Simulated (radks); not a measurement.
The numbers below are computed, except where a source is named.
Species: Pd+. Configuration: [Kr] 4d8 5s1 (not the ground configuration).

Code: a radial shooting solver on a logarithmic mesh with Libxc functionals. Model: Dirac Kohn-Sham, LDA (Slater exchange, Perdew-Wang correlation), spin-unpolarised, spherical densities, finite nucleus; open shells are shared between the two j in proportion to 2j + 1; Fermi nuclear charge, rms radius 4.5318 fm.

Energy parts (hartree):
total: -5041.57613
kinetic: 5264.37559
electron-nucleus: -12200.38730
Hartree: 2033.24883
exchange-correlation: -138.81325

Orbitals (lengths in bohr, moments of r in powers of bohr; r(90%) holds 90 % of the orbital's charge):
orbital  occ.  eigenvalue (hartree)  r(90%)   <1/r>
1s1/2       2             -887.0098  0.0572   48.19
2s1/2       2             -130.0128   0.214   11.07
2p1/2       2             -120.7156   0.192   11.06
2p3/2       4             -114.8671   0.199   10.42
3s1/2       2             -23.90376   0.560   3.856
3p1/2       2             -20.22979   0.561   3.764
3p3/2       4             -19.21003   0.576   3.609
3d3/2       4             -12.67820   0.565   3.443
3d5/2       6             -12.47462   0.570   3.403
4s1/2       2              -3.70934    1.37   1.473
4p1/2       2              -2.56486    1.50   1.352
4p3/2       4              -2.39661    1.55   1.303
4d3/2     3.2              -0.68013    2.22  0.9699
4d5/2     4.8              -0.66105    2.25  0.9562
5s1/2       1              -0.47113    4.05  0.4657

The highest occupied level is 5s1/2 at -12.820 eV. The electron density at the nucleus is 1.322e+05 e/bohr^3. Summed over all electrons, <r^2> = 40.09 bohr^2, which gives a Langevin (diamagnetic) susceptibility term of -31.7 x 10^-6 cm^3/mol. The density falls to 0.001 e/bohr^3 at r = 3.98 bohr.
